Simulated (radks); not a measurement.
Task: Excited configurations of neutral boron: one electron is placed in a higher orbital outside [He] 2s2. The ground configuration is [He] 2s2 2p1. Method: Dirac Kohn-Sham, BLYP, spin-unpolarised, spherical densities, finite nucleus; open shells fill j = l - 1/2 first; Fermi nuclear charge, rms radius 2.406 fm; computed with a radial shooting solver on a logarithmic mesh with Libxc functionals. Excitation = E - E(ground); binding = E(ion) - E, where the ion is the core of charge +1; n* = 1/sqrt(2 binding) in atomic units, and the quantum defect is n - n*.

outer orbital  excitation (eV)  binding (eV)     n*  quantum defect  eigenvalue (eV)  <r> (bohr)
3s1/2                    4.973         3.202  2.061           0.939           -1.691       6.459
3d3/2                    6.648         1.527  2.985           0.015           -0.564       9.940

Estimate the row for 4s1/2.

Result: excitation (eV) 6.551; binding (eV) 1.624; n* 2.895; quantum defect 1.105; eigenvalue (eV) -0.912; <r> (bohr) 13.07. The Delta-SCF ionisation energy is 8.175 eV (NIST Atomic Spectra Database: 8.298 eV, measured). Self-interaction in the functional shifts the binding energies and quantum defects, so they are the method's values and not measured ones. Spin polarisation and multiplet splitting are left out, so open shells lie too high by an amount that depends on their filling.

Beside tabulated values, note that spin-unpolarised runs miss the spin-polarisation part of the exchange energy of open shells.
